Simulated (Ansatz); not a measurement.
`O[SiH]([SiH3])[SiH3]` + H₂ → `[SiH3][SiH2][SiH3]` + H₂O at 700 K and 1 bar (hydrogenolysis of the Si–O bond).

Program: Ansatz. Geometries: PBE0-D4/def2-TZVP. ΔE: electronic, gas phase. CCSD(T)/CBS is the MP2 limit (def2-TZVPP, def2-QZVPP) plus CCSD(T) − MP2 in def2-TZVPP, frozen cores. This one scheme is used for every species. One conformer a species, not always the lowest.

```
               species  CCSD(T)/CBS energy (Eh)  H − E (kJ/mol)  S (J/(mol·K))
`O[SiH]([SiH3])[SiH3]`               -947.24817           287.1          531.8
                    H₂                 -1.17544            46.8          155.3
  `[SiH3][SiH2][SiH3]`               -872.02658           258.7          476.9
                   H₂O                -76.37941            80.5          218.4
```

H − E and S are ideal-gas, rigid-rotor, harmonic terms from PBE0-D4/def2-TZVP, for one conformer and one mirror image of each species. For small species the MP2-based limit differs from directly extrapolated CCSD(T) by up to some mEh (0.8 for H₂); such offsets cancel only in part. 1 Eh = 2625.50 kJ/mol, R = 8.31446 J/(mol·K).

**Question.** By hand: ΔE, ΔH, ΔS and ΔG.

**Answer.** ΔE = (-872.02658) + (-76.37941) − (-947.24817) − (-1.17544) = 0.01762 Eh = 46.3 kJ/mol. Δ(H − E) = 258.7 + 80.5 − 287.1 − 46.8 = 5.3, so ΔH = 51.6 kJ/mol. ΔS = 476.9 + 218.4 − 531.8 − 155.3 = 8.2 J/(mol·K). ΔG = 51.6 − 700 × (8.2)/1000 = 45.9 kJ/mol.

**Question.** By hand: the equilibrium constant, and the temperature at which ΔG would vanish if ΔH and ΔS stayed fixed.

**Answer.** log₁₀ K = −ΔG/(RT ln 10) = -3.4. ΔG = 0 at ΔH/ΔS = 6293 K, far beyond where these terms or the molecules hold.

The number of gas molecules stays the same, so ΔS is small and ΔH decides. A doubt of 5 kJ/mol in ΔE shifts log₁₀ K by 0.4 here. Other conformers and mirror images would add mixing entropy, several J/(mol·K) or more a flexible species. These are equilibria of isolated gas molecules and say nothing of rates. Largest T1 diagnostic: 0.013 (customary marks: 0.02 for closed shells, 0.045 for open ones).
